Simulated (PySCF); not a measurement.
**Correlation energy of Al⁹⁺ (aluminium, charge +9)**

Starting occupation: [He] 2s2. Computed with PySCF 2.14 in an even-tempered Gaussian basis (18 s from 0.24 bohr⁻², ratio 2.6; 11 p from 0.32 bohr⁻², ratio 2.6; 8 d from 0.32 bohr⁻², ratio 2.8; 4 f from 8.1 bohr⁻², ratio 2.8), with X2C-1e with screened-nucleus spin-orbit coupling, Gaussian nucleus. Frozen: nothing; 4 electrons correlated; the 30 highest virtual spinors left out.

MP2 pair energies summed by pair of shells (mhartree):

```tsv
pair	energy	share (%)
2s1/2-2s1/2	-91.76	62.8
1s1/2-1s1/2	-41.00	28.0
1s1/2-2s1/2	-13.42	9.2
```

Total MP2 correlation energy: -146.19 mhartree.

The virtual space was cut to 56 spinors, which keep -135.20 of the -146.19 mhartree of MP2 correlation.

```
  level  correlation energy (mhartree)
   CCSD                        -203.37
    (T)                          -0.57
CCSD(T)                        -203.94
```

Diagnostics: T1 = 0.0021, largest double amplitude 0.143.

Problem. Is a single reference adequate?

Solution. Mostly. T1 lies below 0.03, but a double amplitude of this size points to a near-degeneracy that CCSD handles and MP2 describes poorly.

The coupled-cluster values are those of the cut space; adding the MP2 remainder, -10.99 mhartree, estimates the full space.
